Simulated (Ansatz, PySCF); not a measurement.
Cd(OMe)(NH2) (CH5CdNO), SMILES [NH2][Cd][O]C. Atoms are numbered in the order given.

```xyz
9

Cd     0.7798     0.2163    -0.3984
O     -0.1022     0.0296    -2.1601
C     -1.2948    -0.6771    -2.3493
H     -2.1564    -0.2653    -1.7807
H     -1.5753    -0.6316    -3.4199
H     -1.2250    -1.7551    -2.0880
N      1.6304     0.3706     1.4222
H      1.7224     1.3426     1.7238
H      2.5737    -0.0220     1.4418
```
Charge 0, spin multiplicity 1.

Geometry: B3LYP-D3(BJ)/def2-SVP. The structure was generated by enumeration; whether it is a known compound was not checked. The def2 effective core potentials stand for the cores of Cd; spin–orbit coupling is left out. The values are those of a single conformer.

Two levels are set side by side: PBE-D3(BJ)/def2-SVP (Ansatz, an electronic-structure program) and B3LYP-D3(BJ)/def2-SVP (Ansatz). Each level has its own optimised geometry; the coordinates shown are those of the second. Frequencies come from the Hessian of PySCF at each geometry. Differences are taken from unrounded values.

```tsv
quantity	B3LYP-D3(BJ)
mean bond length (Å)	1.346
bond Cd1–O2 (Å)	1.979
bond Cd1–N7 (Å)	2.015
bond O2–C3 (Å)	1.399
bond C3–H4 (Å)	1.111
bond C3–H5 (Å)	1.108
bond C3–H6 (Å)	1.111
bond N7–H8 (Å)	1.022
bond N7–H9 (Å)	1.022
highest harmonic wavenumber (cm⁻¹)	3572
mean harmonic wavenumber (cm⁻¹)	1360
zero-point energy (kcal/mol)	40.82
```

What does PBE-D3(BJ) give, and how far is it from B3LYP-D3(BJ)? (The exact figures need the calculation; the answer reports its results.)


| quantity | PBE-D3(BJ) | PBE-D3(BJ) minus B3LYP-D3(BJ) |
|---|---|---|
| mean bond length (Å) | 1.354 | 0.008 |
| bond Cd1–O2 (Å) | 1.989 | 0.010 |
| bond Cd1–N7 (Å) | 2.021 | 0.006 |
| bond O2–C3 (Å) | 1.406 | 0.007 |
| bond C3–H4 (Å) | 1.120 | 0.008 |
| bond C3–H5 (Å) | 1.116 | 0.008 |
| bond C3–H6 (Å) | 1.120 | 0.008 |
| bond N7–H8 (Å) | 1.031 | 0.009 |
| bond N7–H9 (Å) | 1.031 | 0.009 |
| highest harmonic wavenumber (cm⁻¹) | 3482 | -90 |
| mean harmonic wavenumber (cm⁻¹) | 1326 | -34 |
| zero-point energy (kcal/mol) | 39.80 | -1.02 |

Exact exchange shortens and stiffens bonds; PBE has none. Differences between two approximate levels are no errors against the true value.
